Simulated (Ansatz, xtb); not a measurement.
## Relative energy of two isomers of C3H8Mg

Structure a is `CC[CH2][MgH]`, a singlet and structure b is `C[CH2][Mg][CH3]`, a singlet. Both are isolated molecules in the gas phase, relaxed with r2SCAN-D4/def2-SVP; the shapes shown needn't be the lowest conformers.

a (Å):

| atom | x (Å) | y (Å) | z (Å) |
| --- | --- | --- | --- |
| C | 1.5520 | 2.0970 | 0.9634 |
| C | 1.6189 | 1.8808 | -0.5459 |
| C | 0.5725 | 0.8819 | -1.0628 |
| Mg | -1.4264 | 1.3041 | -0.4984 |
| H | 1.6726 | 1.1442 | 1.5068 |
| H | 2.3304 | 2.7878 | 1.3262 |
| H | 0.5760 | 2.5239 | 1.2698 |
| H | 1.4960 | 2.8571 | -1.0521 |
| H | 2.6455 | 1.5503 | -0.8030 |
| H | 0.8264 | -0.1303 | -0.6835 |
| H | 0.6523 | 0.7907 | -2.1638 |
| H | -3.0503 | 1.6283 | -0.0628 |

b (Å):

```xyz
12

C    -0.3056   -1.9436   -0.2293
C     0.7932   -0.8695   -0.2607
C    -0.4024    3.0658   -1.2013
Mg    0.1922    1.1059   -0.7334
H    -1.0903   -1.7172    0.5140
H     0.0810   -2.9491    0.0242
H    -0.8188   -2.0453   -1.2018
H     1.5816   -1.1768   -0.9771
H     1.3130   -0.8525    0.7185
H     0.4508    3.7099   -1.4820
H    -0.9054    3.5699   -0.3559
H    -1.1103    3.1033   -2.0494
```

Estimate E(b) − E(a) at the level CCSD(T)/def2-SVP + ΔMP2/def2-TZVPP.

Calculated at CCSD(T)/def2-SVP + ΔMP2/def2-TZVPP: E(b) − E(a) = −0.237 eV, so structure b lies lower.

How the difference moves with the method:

| level | geometry | E(b) − E(a) (eV) | departure from the last row (eV) | job, with rough time for the two |
| --- | --- | --- | --- | --- |
| r2SCAN-D4/def2-SVP | r2SCAN-D4/def2-SVP | −0.174 | +0.063 | optimisation, 61 s |
| HF/def2-SVP | r2SCAN-D4/def2-SVP | −0.112 | +0.126 | part of the CCSD(T) run |
| MP2/def2-SVP | r2SCAN-D4/def2-SVP | −0.159 | +0.079 | part of the CCSD(T) run |
| CCSD(T)/def2-SVP | r2SCAN-D4/def2-SVP | −0.117 | +0.120 | single point |
| CCSD(T)/def2-SVP + ΔMP2/def2-TZVPP | r2SCAN-D4/def2-SVP | −0.237 |  | single point, 27 s |

As drawn, b has 1 C–Mg, 1 C–H in place of 1 C–C, 1 Mg–H.

None of the levels shown reverses the order. The largest departure from CCSD(T)/def2-SVP + ΔMP2/def2-TZVPP is that of HF/def2-SVP, 0.126 eV. Levels run at GFN2-xTB geometries aren't shown. The last row adds to CCSD(T) the change of the MP2 difference between the two basis sets, here −0.120 eV.

With harmonic frequencies from r2SCAN-D4/def2-SVP (ideal gas, rigid rotor, one conformer each, 298.15 K, 1 atm): on the last row, ΔE + ΔZPE = −0.217 eV. A mode under 50 cm⁻¹ makes harmonic enthalpies and free energies unreliable, so none is given.

The correlated steps freeze 4 core orbitals; the last core shell of Mg is correlated, in a basis made for valence electrons. Run with Ansatz 0.2.0; the last row on 2 threads of Arm Neoverse V2 on a shared host.
